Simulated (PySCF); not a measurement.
B3LYP on Sm (samarium, neutral), [Xe] 4f5 6s2 6p1, one real determinant (an excited configuration). Computed with PySCF 2.14 in x2c-TZVPPall (11s7p7d4f2g, 113 functions), with the spin-free X2C one-electron Hamiltonian (Gaussian nucleus).

```
cycle= 1 E= -10426.5916595293  delta_E= -0.0265  |g|= 0.0957  |ddm|= 0.707
cycle= 2 E= -10426.593356071  delta_E= -0.0017  |g|= 0.0943  |ddm|= 0.211
cycle= 3 E= -10426.5949908261  delta_E= -0.00163  |g|= 0.0109  |ddm|= 0.105
cycle= 4 E= -10426.5962195226  delta_E= -0.00123  |g|= 0.00902  |ddm|= 0.141
cycle= 5 E= -10426.5969514683  delta_E= -0.000732  |g|= 0.00765  |ddm|= 0.106
cycle= 6 E= -10426.597983187  delta_E= -0.00103  |g|= 0.00229  |ddm|= 0.323
cycle= 7 E= -10426.5979549596  delta_E= 2.82e-05  |g|= 0.00201  |ddm|= 0.0536
cycle= 8 E= -10426.59799727  delta_E= -4.23e-05  |g|= 0.000599  |ddm|= 0.0444
cycle= 9 E= -10426.5980016965  delta_E= -4.43e-06  |g|= 0.000352  |ddm|= 0.0172
cycle= 10 E= -10426.5980025314  delta_E= -8.35e-07  |g|= 7.16e-05  |ddm|= 0.0103
cycle= 11 E= -10426.5980025789  delta_E= -4.74e-08  |g|= 2.14e-05  |ddm|= 0.0023
cycle= 12 E= -10426.5980025821  delta_E= -3.27e-09  |g|= 4.15e-06  |ddm|= 0.000392
cycle= 13 E= -10426.5980025822  delta_E= -1.29e-10  |g|= 1.72e-06  |ddm|= 0.000103
converged SCF energy = -10426.5980025822  <S^2> = 12.563831  2S+1 = 7.1592825
```

Highest occupied orbital energy: -2.747 eV; ⟨L²⟩ = 28.04; populations by l: s 11.66, p 25.00, d 20.34, f 5.00.

(1) Can this result be used?

Results:

(1) Not for this state. The calculation finished and met its thresholds. ⟨L²⟩ = 28.04 against 42 for a pure I term, so this real determinant mixes terms. Spin-orbit coupling, absent here, splits the open shell strongly. ⟨S²⟩ = 12.56 against 12.00 shows spin contamination. The s, p, d and f populations moved away from the nominal configuration during the SCF.
